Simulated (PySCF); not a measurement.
## Which element holds F most strongly?

PBE0 in PySCF with def2-SVPD on every atom (core potentials on Sn, Sb), for the lowest determinant that a PBE0 search found; no spin–orbit coupling. D0 is De less the harmonic zero-point energy.

| M | state (unpaired electrons) | Re (Å) | ωe (cm⁻¹) | D0(MF) (eV) |
| --- | --- | --- | --- | --- |
| Sb | triplet (π ↑↑) | 1.966 | 594 | 3.95 |
| B | singlet (closed shell) | 1.269 | 1379 | 7.62 |
| Al | singlet (closed shell) | 1.698 | 765 | 6.69 |
| Sn | doublet (π ↑) | 1.987 | 562 | 4.80 |
| C | doublet (π ↑) | 1.270 | 1341 | 5.77 |

Q: Order the elements by D0 and give the energy of BF + Sb → SbF + B.

A: B > Al > C > Sn > Sb; ΔE = 7.62 − 3.95 = +3.67 eV at PBE0/def2-SVPD. Close neighbours can swap at other levels.

Spin–orbit coupling is left out, which matters for elements this heavy, above all for dissociation energies. States were picked by a PBE0 search and need not be the measured ground states.
